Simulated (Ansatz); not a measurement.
`O=C(O)[SeH]` and `O=C(O)[CH2][GeH3]` differ in one atom or group.

Ansatz, PBE0-D4/def2-TZVP geometries, multiplicity 1. Each molecule was computed in one conformer, which needn't be the lowest.

Scalar relativity is left out up to krypton.

```json
{"property": "HOMO–LUMO gap (B3LYP/def2-TZVPP) / eV", "`O=C(O)[SeH]`": "6.70"}
{"property": "LUMO energy (ωB97M-V/def2-TZVPP) / eV", "`O=C(O)[SeH]`": "1.66"}
{"property": "HOMO–LUMO gap (PBE0/def2-TZVPP) / eV", "`O=C(O)[SeH]`": "7.22"}
{"property": "LUMO energy (PBE0/def2-TZVPP) / eV", "`O=C(O)[SeH]`": "-0.34"}
{"property": "HOMO energy (B3LYP/def2-TZVPP) / eV", "`O=C(O)[SeH]`": "-7.32"}
{"property": "size of the dipole moment (PBE/def2-TZVPP) / D", "`O=C(O)[SeH]`": "0.86"}
```

**Question.** Give the same properties after the change, and the shifts. (Best estimate.)

**Answer.** Ansatz gave: 
```tsv
property	`O=C(O)[CH2][GeH3]`	shift
HOMO–LUMO gap (B3LYP/def2-TZVPP) / eV	7.48	0.78
LUMO energy (ωB97M-V/def2-TZVPP) / eV	1.99	0.33
HOMO–LUMO gap (PBE0/def2-TZVPP) / eV	8.00	0.78
LUMO energy (PBE0/def2-TZVPP) / eV	-0.06	0.28
HOMO energy (B3LYP/def2-TZVPP) / eV	-7.82	-0.50
size of the dipole moment (PBE/def2-TZVPP) / D	1.68	0.82
```

With PBE0 the HOMO falls by 0.51 eV and the LUMO rises by 0.28 eV, so the gap widens by about 0.79 eV. PBE moves the HOMO by -0.05 eV and ωB97M-V by -0.76 eV. Dipoles are sizes alone; their direction can turn.

B3LYP here is the variant with VWN-RPA as its local correlation; programs differ in this.

Spin–orbit coupling is left out; it splits and shifts lone-pair levels of the heavy atoms by tenths of an eV.
